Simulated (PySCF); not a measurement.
C₄H₅BO₂, SMILES OB1C(=C)C=CO1. Atoms are numbered in the order given.

```xyz
12

C     -1.4364     1.6837     0.0000
C     -0.3887     0.8383     0.0000
C      1.0444     1.1607     0.0000
C      1.7423     0.0059     0.0000
O      0.9690    -1.1398     0.0000
B     -0.3669    -0.7336     0.0000
O     -1.3909    -1.6112     0.0000
H     -1.3089     2.7719     0.0000
H     -2.4627     1.3051     0.0000
H      1.4870     2.1573     0.0000
H      2.8203    -0.1580     0.0000
H     -1.0956    -2.5319     0.0000
```

The structure is a stationary point at B3LYP-D3(BJ)/def2-SVP. This is a generated structure with no PubChem entry under its InChIKey; it may be hypothetical. Other conformers were not sampled.

Two levels are set side by side: PBE/pcSseg-1 (PySCF) and PBE0/pcSseg-1 (PySCF). GIAO shifts against BF3 (¹¹B), H2O (¹⁷O), TMS (¹H), TMS (¹³C) at the same level; non-relativistic, no solvent, atoms listed together averaged. Differences are taken from unrounded values.

| quantity | PBE0 |
|---|---|
| δ(¹³C) of C1 (ppm) | 136.7 |
| δ(¹³C) of C2 (ppm) | 147.8 |
| δ(¹³C) of C3 (ppm) | 123.2 |
| δ(¹³C) of C4 (ppm) | 161.3 |
| δ(¹⁷O) of O5 (ppm) | 211.9 |
| δ(¹¹B) of B6 (ppm) | 17.5 |
| δ(¹⁷O) of O7 (ppm) | 105.3 |
| δ(¹H) of H10 (ppm) | 6.28 |
| δ(¹H) of H11 (ppm) | 7.01 |
| δ(¹H) of H12 (ppm) | 4.62 |

What does PBE give, and how far is it from PBE0? (Estimate from the structure and the level; the computed values follow.)


```csv
quantity,PBE,PBE minus PBE0
δ(¹³C) of C1 (ppm),133.8,-2.8
δ(¹³C) of C2 (ppm),147.8,0.0
δ(¹³C) of C3 (ppm),121.9,-1.3
δ(¹³C) of C4 (ppm),159.3,-2.0
δ(¹⁷O) of O5 (ppm),229.7,17.8
δ(¹¹B) of B6 (ppm),16.8,-0.7
δ(¹⁷O) of O7 (ppm),116.3,11.0
δ(¹H) of H10 (ppm),6.14,-0.14
δ(¹H) of H11 (ppm),6.94,-0.08
δ(¹H) of H12 (ppm),4.61,-0.01
```

Rough cost on one machine, each run with all the roots and properties that it gave: PBE0 against PBE within a factor of 2.
